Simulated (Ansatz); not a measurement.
Ansatz (a program for electronic structure) input:

Ansatz 0.2 input:
```yaml
crystal:
  periodic: [false, false, false]
  atoms:
    - {symbol: O, position_ang: [-1.99684832, -0.00439841, -0.34987957]}
    - {symbol: B, position_ang: [-0.81469902, -0.08471127, 0.02504356]}
    - {symbol: B, position_ang: [0.81469902, 0.08471127, -0.02504356]}
    - {symbol: O, position_ang: [1.99684832, 0.00439841, 0.34987957]}
basis:
  gaussian:
    orbitals: def2-TZVPD
hamiltonian:
  xc: {name: HSE06}
total_charge: -1
magnetization: {spin_polarized: true, initial_magnetization: 1}
output: {forces: true}
```

Question: Predict the final energy.

Answer: -200.09076 Eh (HSE06/def2-TZVPD). The basis has 154 functions.
